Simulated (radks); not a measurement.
The numbers below are computed, except where a source is named.
Effect of the nuclear size on neutral magnesium, [Ne] 3s2. Level of theory: Dirac Kohn-Sham, BLYP, spin-unpolarised, spherical densities, finite nucleus; Fermi nuclear charge, rms radius 3.057 fm (a radial shooting solver on a logarithmic mesh with Libxc functionals). The rms radius is varied about that value; shifts are against it.

rms radius (fm)  total energy shift (eV)  density at nucleus (e/bohr^3)  1s1/2 shift (meV)
2.7116                         -0.000565                           1163             -0.233
2.8063                         -0.000417                           1163             -0.172
3.057                                  0                           1162              0.000
3.1548                          0.000172                           1162              0.071
3.6623                           0.00115                           1160              0.476

Slopes of the eigenvalues against <r^2> in GHz/fm^2, as finite differences over the two radii next to the reference (eigenvalue slopes, not the field-shift constants of lines): 1s1/2 28.3.
